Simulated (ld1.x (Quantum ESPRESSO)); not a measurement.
# u(r) = r·R(r): atom against pseudo-atom (Pr (Z = 59))

Columns: radius, all-electron u(r) and pseudo u(r) of the 4f shell (level -3.57 eV) of praseodymium in the configuration [Kr] 4d10 4f2.5 5s2 5p6 5d0.5 6s2 6p0; PBEsol, scalar-relativistic, TM semilocal scheme, ld1.x (Quantum ESPRESSO) 7.5.

```json
{"r (bohr)": "0.128", "all-electron": "0.0879", "pseudo": "0.0170"}
{"r (bohr)": "0.255", "all-electron": "0.3946", "pseudo": "0.1966"}
{"r (bohr)": "0.382", "all-electron": "0.6948", "pseudo": "0.5872"}
{"r (bohr)": "0.510", "all-electron": "0.8784", "pseudo": "0.9203"}
{"r (bohr)": "0.638", "all-electron": "0.9476", "pseudo": "1.0146"}
{"r (bohr)": "0.765", "all-electron": "0.9419", "pseudo": "0.9680"}
{"r (bohr)": "0.893", "all-electron": "0.8956", "pseudo": "0.8982"}
{"r (bohr)": "1.020", "all-electron": "0.8314", "pseudo": "0.8314"}
{"r (bohr)": "1.148", "all-electron": "0.7608", "pseudo": "0.7608"}
{"r (bohr)": "1.275", "all-electron": "0.6912", "pseudo": "0.6912"}
{"r (bohr)": "1.402", "all-electron": "0.6250", "pseudo": "0.6250"}
{"r (bohr)": "1.530", "all-electron": "0.5630", "pseudo": "0.5630"}
{"r (bohr)": "1.658", "all-electron": "0.5062", "pseudo": "0.5062"}
{"r (bohr)": "1.785", "all-electron": "0.4552", "pseudo": "0.4552"}
{"r (bohr)": "1.912", "all-electron": "0.4092", "pseudo": "0.4092"}
{"r (bohr)": "2.040", "all-electron": "0.3676", "pseudo": "0.3676"}
{"r (bohr)": "2.168", "all-electron": "0.3305", "pseudo": "0.3305"}
{"r (bohr)": "2.295", "all-electron": "0.2976", "pseudo": "0.2976"}
{"r (bohr)": "2.422", "all-electron": "0.2683", "pseudo": "0.2683"}
{"r (bohr)": "2.550", "all-electron": "0.2421", "pseudo": "0.2421"}
{"r (bohr)": "2.678", "all-electron": "0.2187", "pseudo": "0.2187"}
{"r (bohr)": "2.805", "all-electron": "0.1981", "pseudo": "0.1981"}
{"r (bohr)": "2.932", "all-electron": "0.1798", "pseudo": "0.1798"}
{"r (bohr)": "3.060", "all-electron": "0.1634", "pseudo": "0.1634"}
{"r (bohr)": "3.188", "all-electron": "0.1487", "pseudo": "0.1487"}
{"r (bohr)": "3.315", "all-electron": "0.1357", "pseudo": "0.1357"}
```

(1) How many radial nodes do the two functions have?

(2) At about which radius was the pseudo-wave matched?

(3) Is the pseudo-wave norm-conserving?

Answers

(1) The all-electron 4f function has n − l − 1 = 0; the pseudo-wave has 0.

(2) 1.05 bohr, where the columns begin to agree (steps of 0.13 bohr).

(3) Yes: the TM semilocal scheme keeps the norm inside the radius equal to the all-electron one, which fixes the energy derivative of the logarithmic derivative at the level.
